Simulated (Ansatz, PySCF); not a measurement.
Protons, H atoms and electrons added to or taken from O[GeH3]. Isolated molecules, 0 K electronic values unless said otherwise. One relaxed conformer stands for each flexible species; it need not be the lowest. Strings in code marks are SMILES.

Quantity: vertical detachment energy (energy after one electron is removed minus that of the parent at the parent's geometry), in eV. Levels without diffuse functions put anions too high.

Level 1: frozen-core MP2/aug-cc-pVTZ // PBE0-D4/def2-TZVPD (Ansatz, a quantum-chemistry and plane-wave program)
Level 2: minus the HOMO energy of B3LYP-D3(BJ)/def2-TZVPD // PBE0-D4/def2-TZVPD (PySCF)
Level 3: minus the HOMO energy of HF/6-31G* // PBE0-D4/def2-TZVPD (PySCF)
Level 4: minus the HOMO energy of PBE-D3(BJ)/def2-TZVPD // PBE0-D4/def2-TZVPD (PySCF)

| species | level 1 | level 2 | level 3 | level 4 |
|---|---|---|---|---|
| `[O-][GeH3]` (not the most acidic site) | 3.57 | 0.75 | 3.83 | -0.402 |
